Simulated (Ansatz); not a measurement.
Calculated with Ansatz (gas phase, PBE0-D4/def2-TZVP geometries, no zero-point term in ΔE). CCSD(T)/CBS adds triple-zeta CCSD(T) − MP2 to the extrapolated MP2 energy (def2 sets, frozen cores). This one scheme is used for every species. DFT in def2-TZVPP. Each species was taken in one conformer, which may not be the lowest.

Reaction (ligand exchange at the Si–N bond): `CN(C)[Si](Cl)(Cl)N(C)C` + CH₃OH → `CO[Si](Cl)(Cl)N(C)C` + `CNC`

| level | ΔE (kJ/mol) |
| --- | --- |
| ωB97X-V | -39.2 |
| HF/def2-SVP | -47.0 |

**Question.** What does CCSD(T)/CBS give? (Best estimate.)

**Answer.** The calculation gave: -37.2 kJ/mol. The listed levels differ from it by -2.0, -9.8 kJ/mol.

Largest T1 diagnostic among the species: 0.010.

Leaving LDA and LC-ωPBE aside and taking each functional with its dispersion term where it has one, the values, not all of them listed here, spread over 15.2 kJ/mol, from B2PLYP to revPBE-D4. LDA lies +9.6 kJ/mol from PBE without D4. At CCSD(T), def2-SVP lies +5.3 kJ/mol from the extrapolated value and def2-TZVPP +0.2 kJ/mol. The D4 term adds +11.5 kJ/mol with B3LYP and +6.9 kJ/mol with PBE0; it sums over pairs of atoms, weighted by their polarisabilities, and B3LYP, whose exchange is more repulsive, gets the larger term.

CCSD(T)/CBS has its own doubt, a few kJ/mol and more with outer-core shells, so smaller differences from it don't rank the levels.

B3LYP here is the variant with VWN-RPA as its local correlation; programs differ in this.
